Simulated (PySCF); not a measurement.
Fractional electron number in Cu (copper, neutral)

The 4s alpha orbital of [Ar] 3d10 4s1 is emptied in steps (occupation f), with all orbitals relaxed, ending at [Ar] 3d10. Calculation: PySCF 2.14, in aug-cc-pVTZ-PP with ECP10MDF (6s6p5d3f2g, 88 functions); a scalar-relativistic core potential. The exact energy is a straight line in f; departures are measured from the line between the end points of the same method.

| f | BHandHLYP (eV) | wB97X (eV) | HSE06 (eV) |
| --- | --- | --- | --- |
| 1 | 0.000 | 0.000 | 0.000 |
| 0.8 | -0.269 | -0.059 | -0.450 |
| 0.6 | -0.407 | -0.084 | -0.676 |
| 0.4 | -0.410 | -0.078 | -0.676 |
| 0.2 | -0.275 | -0.047 | -0.452 |
| 0 | 0.000 | 0.000 | 0.000 |

```json
{"method": "BHandHLYP", "E(f=0) − E(f=1) (eV)": "7.685", "−ε at f=1 (eV)": "6.010", "−ε at f=0.4 (eV)": "8.011"}
{"method": "wB97X", "E(f=0) − E(f=1) (eV)": "7.721", "−ε at f=1 (eV)": "7.348", "−ε at f=0.4 (eV)": "7.822"}
{"method": "HSE06", "E(f=0) − E(f=1) (eV)": "8.010", "−ε at f=1 (eV)": "5.199", "−ε at f=0.4 (eV)": "8.568"}
```

Orbital energy along the path (eV):

```json
{"f": "1", "BHandHLYP": "-6.010", "wB97X": "-7.348", "HSE06": "-5.199"}
{"f": "0.8", "BHandHLYP": "-6.666", "wB97X": "-7.510", "HSE06": "-6.318"}
{"f": "0.6", "BHandHLYP": "-7.332", "wB97X": "-7.674", "HSE06": "-7.443"}
{"f": "0.4", "BHandHLYP": "-8.011", "wB97X": "-7.822", "HSE06": "-8.568"}
{"f": "0.2", "BHandHLYP": "-8.704", "wB97X": "-7.927", "HSE06": "-9.699"}
{"f": "0", "BHandHLYP": "-9.426", "wB97X": "-7.967", "HSE06": "-10.833"}
```

Reference removal energy between the ground levels: 7.726 eV (measured; NIST Atomic Spectra Database, ionization energies).
